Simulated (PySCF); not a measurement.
# How the method changes the shape and vibrations of AlCl2FH anion

All numbers below are calculated, not measured. They come from PySCF 2.14.0, an open-source quantum chemistry program, on an isolated molecule that a program drew, which may never have been made. The molecule is AlCl2FH anion (charge -1, singlet), drawn as the SMILES string `[F][AlH-]([Cl])[Cl]`.

The geometry was optimised and harmonic frequencies were computed with HF and MP2, all in the aug-cc-pV(D+d)Z basis, for the commonest isotopes, with a restricted reference for singlets and an unrestricted one otherwise, and a frozen core in MP2. Each result is a local minimum of its method.

Geometry at the HF minimum:
```xyz
5
AlCl2FH anion, angstrom
F    -1.9266    0.1916    0.1300
Al   -1.3980    1.5069   -0.7592
Cl    0.7397    1.1717   -1.2489
Cl   -2.5542    1.5469   -2.6522
H    -1.5724    2.8813    0.0178
```

Lengths of the bonds as drawn, in Å (atoms numbered as above):
```
   bond     HF    MP2
 F1-Al2  1.673  1.707
Al2-Cl3  2.219  2.219
Al2-Cl4  2.219  2.219
 Al2-H5  1.588  1.590
```

Rotational constants, in GHz:
```
constant,HF,MP2
A,4.152,4.051
B,2.098,2.104
C,1.513,1.504
```

Harmonic frequencies in cm^-1, each column in rising order, so a row needn't be the same motion in every method:
```
rank    HF   MP2
   1   140   133
   2   195   182
   3   249     ?
   4   405   399
   5   437   438
   6   703   665
   7   704   668
   8   782   731
   9  1918  1895
```

**Estimate the missing MP2 frequency from the HF column.**

A single factor s that minimises the squared misfit of MP2 against s times HF over the other rows is sum(HF x MP2) / sum(HF^2) = 0.9751, with an rms misfit of 18 cm^-1. For rank 3 it gives 0.9751 x 249 = 243 cm^-1. The calculation gives 235 cm^-1, 8 cm^-1 below the estimate. The drawn bonds are on average 0.5 % longer in MP2 than in HF.
